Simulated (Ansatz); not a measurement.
Input file for Ansatz (a first-principles code): U-CAM-B3LYP/def2-TZVPP on BeO-, 2S+1 = 2, a spin state set in the input, which need not be the lowest, a point of a bond scan (R = 1.368 Å). Charge -1.

Ansatz 0.2 input:
```yaml
crystal:
  periodic: [false, false, false]
  atoms:
    - {symbol: Be, position_ang: [0.00000000, 0.00000000, 0.00000000]}
    - {symbol: O, position_ang: [0.00000000, 0.00000000, 1.36809600]}
basis:
  gaussian:
    orbitals: def2-TZVPP
    pivot_positions_ang: [[0.00000000, 0.00000000, 0.00000000], [0.00000000, 0.00000000, 1.36809600]]
hamiltonian:
  xc: {name: CAM-B3LYP}
total_charge: -1
magnetization: {spin_polarized: true, initial_magnetization: 1}
output: {forces: true, orbitals: {seedname: ./end}}
```

The head of its log:

```
WARN ansatz: RAYON_NUM_THREADS=2 ignored (pool sized by the plan → 2); use --threads N
Functional definition: CAM-B3LYP
integrals: 0.01 GiB planned
292 factors; their error is unknown
integrals: 0.04 GiB planned
121 factors; integrals over basis functions are off by at most 8.4e-6 eV
mean field: 0.12 GiB planned
mean field evaluation 1: about -2444.9948 eV, gradient 2.5e1 eV
mean field evaluation 2: about -2440.4396 eV, gradient 4.9e1 eV
```

Question: Give the final energy of this run.

Answer: -89.9710 hartree.
